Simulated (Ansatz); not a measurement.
Calculated with Ansatz (gas phase, PBE0-D4/def2-TZVP geometries, no zero-point term in ΔE). CBS: MP2 limit from def2 TZ/QZ plus the TZ coupled-cluster correction, frozen cores. This one scheme is used for every species. DFT in def2-TZVPP. For Ti outer-core shells are correlated without core-valence functions, which leaves a few kJ/mol of doubt a bond. Scalar relativity is left out up to krypton. Each species was taken in one conformer, which may not be the lowest.

Consider the formal hydrolysis of a Ti–C bond: `[CH3][Ti]([F])([F])[F]` + H₂O → `[OH][Ti]([F])([F])[F]` + CH₄.

`[CH3][Ti]([F])([F])[F]`:

```xyz
8

C     0.499    0.208    0.915
Ti   -0.457   -0.191   -0.838
F     0.625   -1.220   -1.748
F    -1.948   -0.993   -0.395
F    -0.722    1.362   -1.601
H     0.690   -0.732    1.440
H     1.446    0.711    0.699
H    -0.134    0.855    1.529
```

H₂O:

Z-matrix (Å, degrees):
```
O
H 1 0.960
H 1 0.960 2 105.1
```

`[OH][Ti]([F])([F])[F]`:

Z-matrix (Å, degrees):
```
Ti
F 1 1.749
F 1 1.750 2 110.1
O 1 1.762 2 109.1 3 120.6
F 1 1.750 2 110.1 3 -118.8
H 4 0.957 1 142.9 2 179.3
```

CH₄:

Cartesian coordinates in Å:
```
C 0.000 0.000 0.000
H -0.294 0.797 0.683
H 0.087 0.401 -1.010
H -0.753 -0.788 0.015
H 0.960 -0.409 0.312
```

```csv
level,ΔE (eV)
BLYP,-1.69
MP2/def2-SVP,-2.00
```

**Question.** What does CCSD(T)/CBS give? (Estimate.)

**Answer.** Computed: -1.47 eV. The listed levels differ from it by -0.22, -0.53 eV.

**Question.** What do rigid-rotor, harmonic-oscillator terms from PBE0-D4/def2-TZVP frequencies (298.15 K, 1 bar) make of the CCSD(T)/CBS value? (An estimate is asked.)

**Answer.** Computed: ΔZPE = +0.02 eV, ΔH = -1.45 eV, ΔS = 4 J/(mol·K), ΔG = -1.47 eV.

Largest T1 diagnostic among the species: 0.023, so the coupled-cluster value is less sure than usual.

Leaving LDA and LC-ωPBE aside and taking each functional with its dispersion term where it has one, the values, not all of them listed here, spread over 0.12 eV, from B2PLYP to HSE06-D4. At CCSD(T), def2-SVP lies −0.40 eV from the extrapolated value and def2-TZVPP −0.10 eV.
